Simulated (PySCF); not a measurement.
2-fluorocyclopenta-1,3-diene (C₅H₅F), SMILES FC1=CCC=C1.

Coordinates come from a PBE0-D3(BJ)/def2-SVP optimisation. Other conformers were not sampled.

All values below come from CAM-B3LYP/def2-TZVP (PySCF).

The molecule is in vacuum.

Problem. Estimate the frontier levels, gap, dipole moment and polarisability. (Estimate from the structure and the level; the computed values follow.)

Solution. 
```json
{
  "highest_occupied_level": "-7.77 eV",
  "lowest_empty_level": "0.46 eV",
  "orbital_gap": "8.23 eV",
  "dipole_moment": "1.90 D",
  "quadrupole, principal values (traceless, Buckingham form, about the centre of nuclear charge)": "-3.30, -1.28, 4.58 D·Å",
  "mean_static_polarisability": "54.6 bohr³ (8.09 Å³)",
  "polarisability_principal_values": "37.2, 60.1, 66.4 bohr³"
}
```
